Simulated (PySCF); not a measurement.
CH7ClN2Si, SMILES NC[Si@@H](N)Cl. Atoms are numbered in the order given.

```xyz
12

N     -2.2283    -1.2344     0.7420
C     -1.5226    -0.3379    -0.1839
Si     0.2223     0.0970     0.3833
N      1.1105    -1.3740     0.5586
Cl     1.0606     1.4443    -1.0022
H     -2.3911    -0.7643     1.6334
H     -1.6379    -2.0388     0.9594
H     -2.1128     0.5820    -0.3332
H     -1.4704    -0.8061    -1.1842
H      0.2455     0.7621     1.7123
H      1.9482    -1.3823     1.1341
H      1.2368    -1.9766    -0.2511
```
Charge 0, spin multiplicity 1.

Geometry: B3LYP-D3(BJ)/def2-SVP. The structure was generated by enumeration; whether it is a known compound was not checked. One conformer was computed; it need not be the lowest.

Two levels are set side by side: PBE/pcSseg-1 (PySCF) and B3LYP/pcSseg-1 (PySCF). GIAO shifts against HCl (³⁵Cl), NH3 (¹⁵N), TMS (²⁹Si), TMS (¹H), TMS (¹³C) at the same level; non-relativistic, no solvent, atoms listed together averaged. Without spin–orbit terms, shifts of atoms bonded to Cl or Br come out too high at both levels. Differences are taken from unrounded values.

```tsv
quantity	B3LYP	PBE	PBE minus B3LYP
δ(¹⁵N) of N1 (ppm)	26.6	29.7	3.1
δ(¹³C) of C2 (ppm)	38.4	39.3	0.9
δ(²⁹Si) of Si3 (ppm)	-4.3	-4.9	-0.6
δ(¹⁵N) of N4 (ppm)	35.0	38.1	3.1
δ(³⁵Cl) of Cl5 (ppm)	66.5	90.3	23.9
δ(¹H) of H8, H9 (ppm)	2.61	2.72	0.11
δ(¹H) of H10 (ppm)	4.93	5.15	0.22
```

Rough cost on one machine, each run with all the roots and properties that it gave: B3LYP against PBE within a factor of 2.
